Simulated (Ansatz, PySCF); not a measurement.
Complex: CH3F (SMILES CF) (first 5 atoms) with C2H3F (SMILES C=CF); geometry from B3LYP-D3(BJ)/def2-TZVP, rigid monomers moved along the line of their centres of mass till F2···H9 is 2.12 Å.
(charge 0, multiplicity 1):
```xyz
11

C      0.368     0.668    -0.224
F     -1.009     0.552    -0.026
H      0.581     1.675    -0.584
H      0.871     0.487     0.724
H      0.673    -0.070    -0.966
C     -1.342    -0.196     3.029
C     -0.158    -0.242     3.602
F      0.982     0.017     2.920
H     -1.465     0.051     1.983
H     -2.218    -0.413     3.624
H      0.048    -0.480     4.637
```

Interaction energies are E(AB) − E(A) − E(B) at the monomers' geometry in the complex; basis-set methods are counterpoise corrected. Rows marked so take none.

Cores are frozen in the correlated methods. Rows in 6-31G* carry no dispersion term and start afresh at each structure (6-31G* with six Cartesian d functions). MP2/6-31G* freezes PySCF's default core.

Codes used: Ansatz (Gaussian orbitals); PySCF for 6-31G* rows. Values without a source in brackets are computed.

**Question.** Give the interaction energy at the level M06-2X/6-31G* (no counterpoise).

**Answer.** -4.6 kcal/mol

**Question.** What is the computed interaction energy (CCSD(T)/aug-cc-pVDZ)?

**Answer.** -1.2 kcal/mol

**Question.** Estimate the interaction energy that MP2/6-31G* returns for this input.

**Answer.** -0.2 kcal/mol

Ansatz is an electronic-structure program.
